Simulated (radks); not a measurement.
The titanium ion Ti3+, configuration [Ar] 4f1 (not the ground configuration). Calculated with a radial shooting solver on a logarithmic mesh with Libxc functionals: non-relativistic Kohn-Sham, r2SCAN, spin-polarised, spherical densities, point nucleus; open shells are filled with parallel spins first; meta-GGA in the generalised Kohn-Sham scheme.

X-ray form factor f0, the Fourier transform of the density (f0(0) = 19):

| sin(theta)/lambda (1/angstrom) | f0 (electrons) |
|---|---|
| 0.05 | 18.475 |
| 0.1 | 17.412 |
| 0.15 | 16.363 |
| 0.2 | 15.305 |
| 0.25 | 14.162 |
| 0.3 | 12.984 |
| 0.4 | 10.821 |
| 0.5 | 9.160 |
| 0.6 | 8.011 |
| 0.8 | 6.659 |
| 1 | 5.741 |
| 1.25 | 4.653 |
| 1.5 | 3.655 |
| 2 | 2.279 |
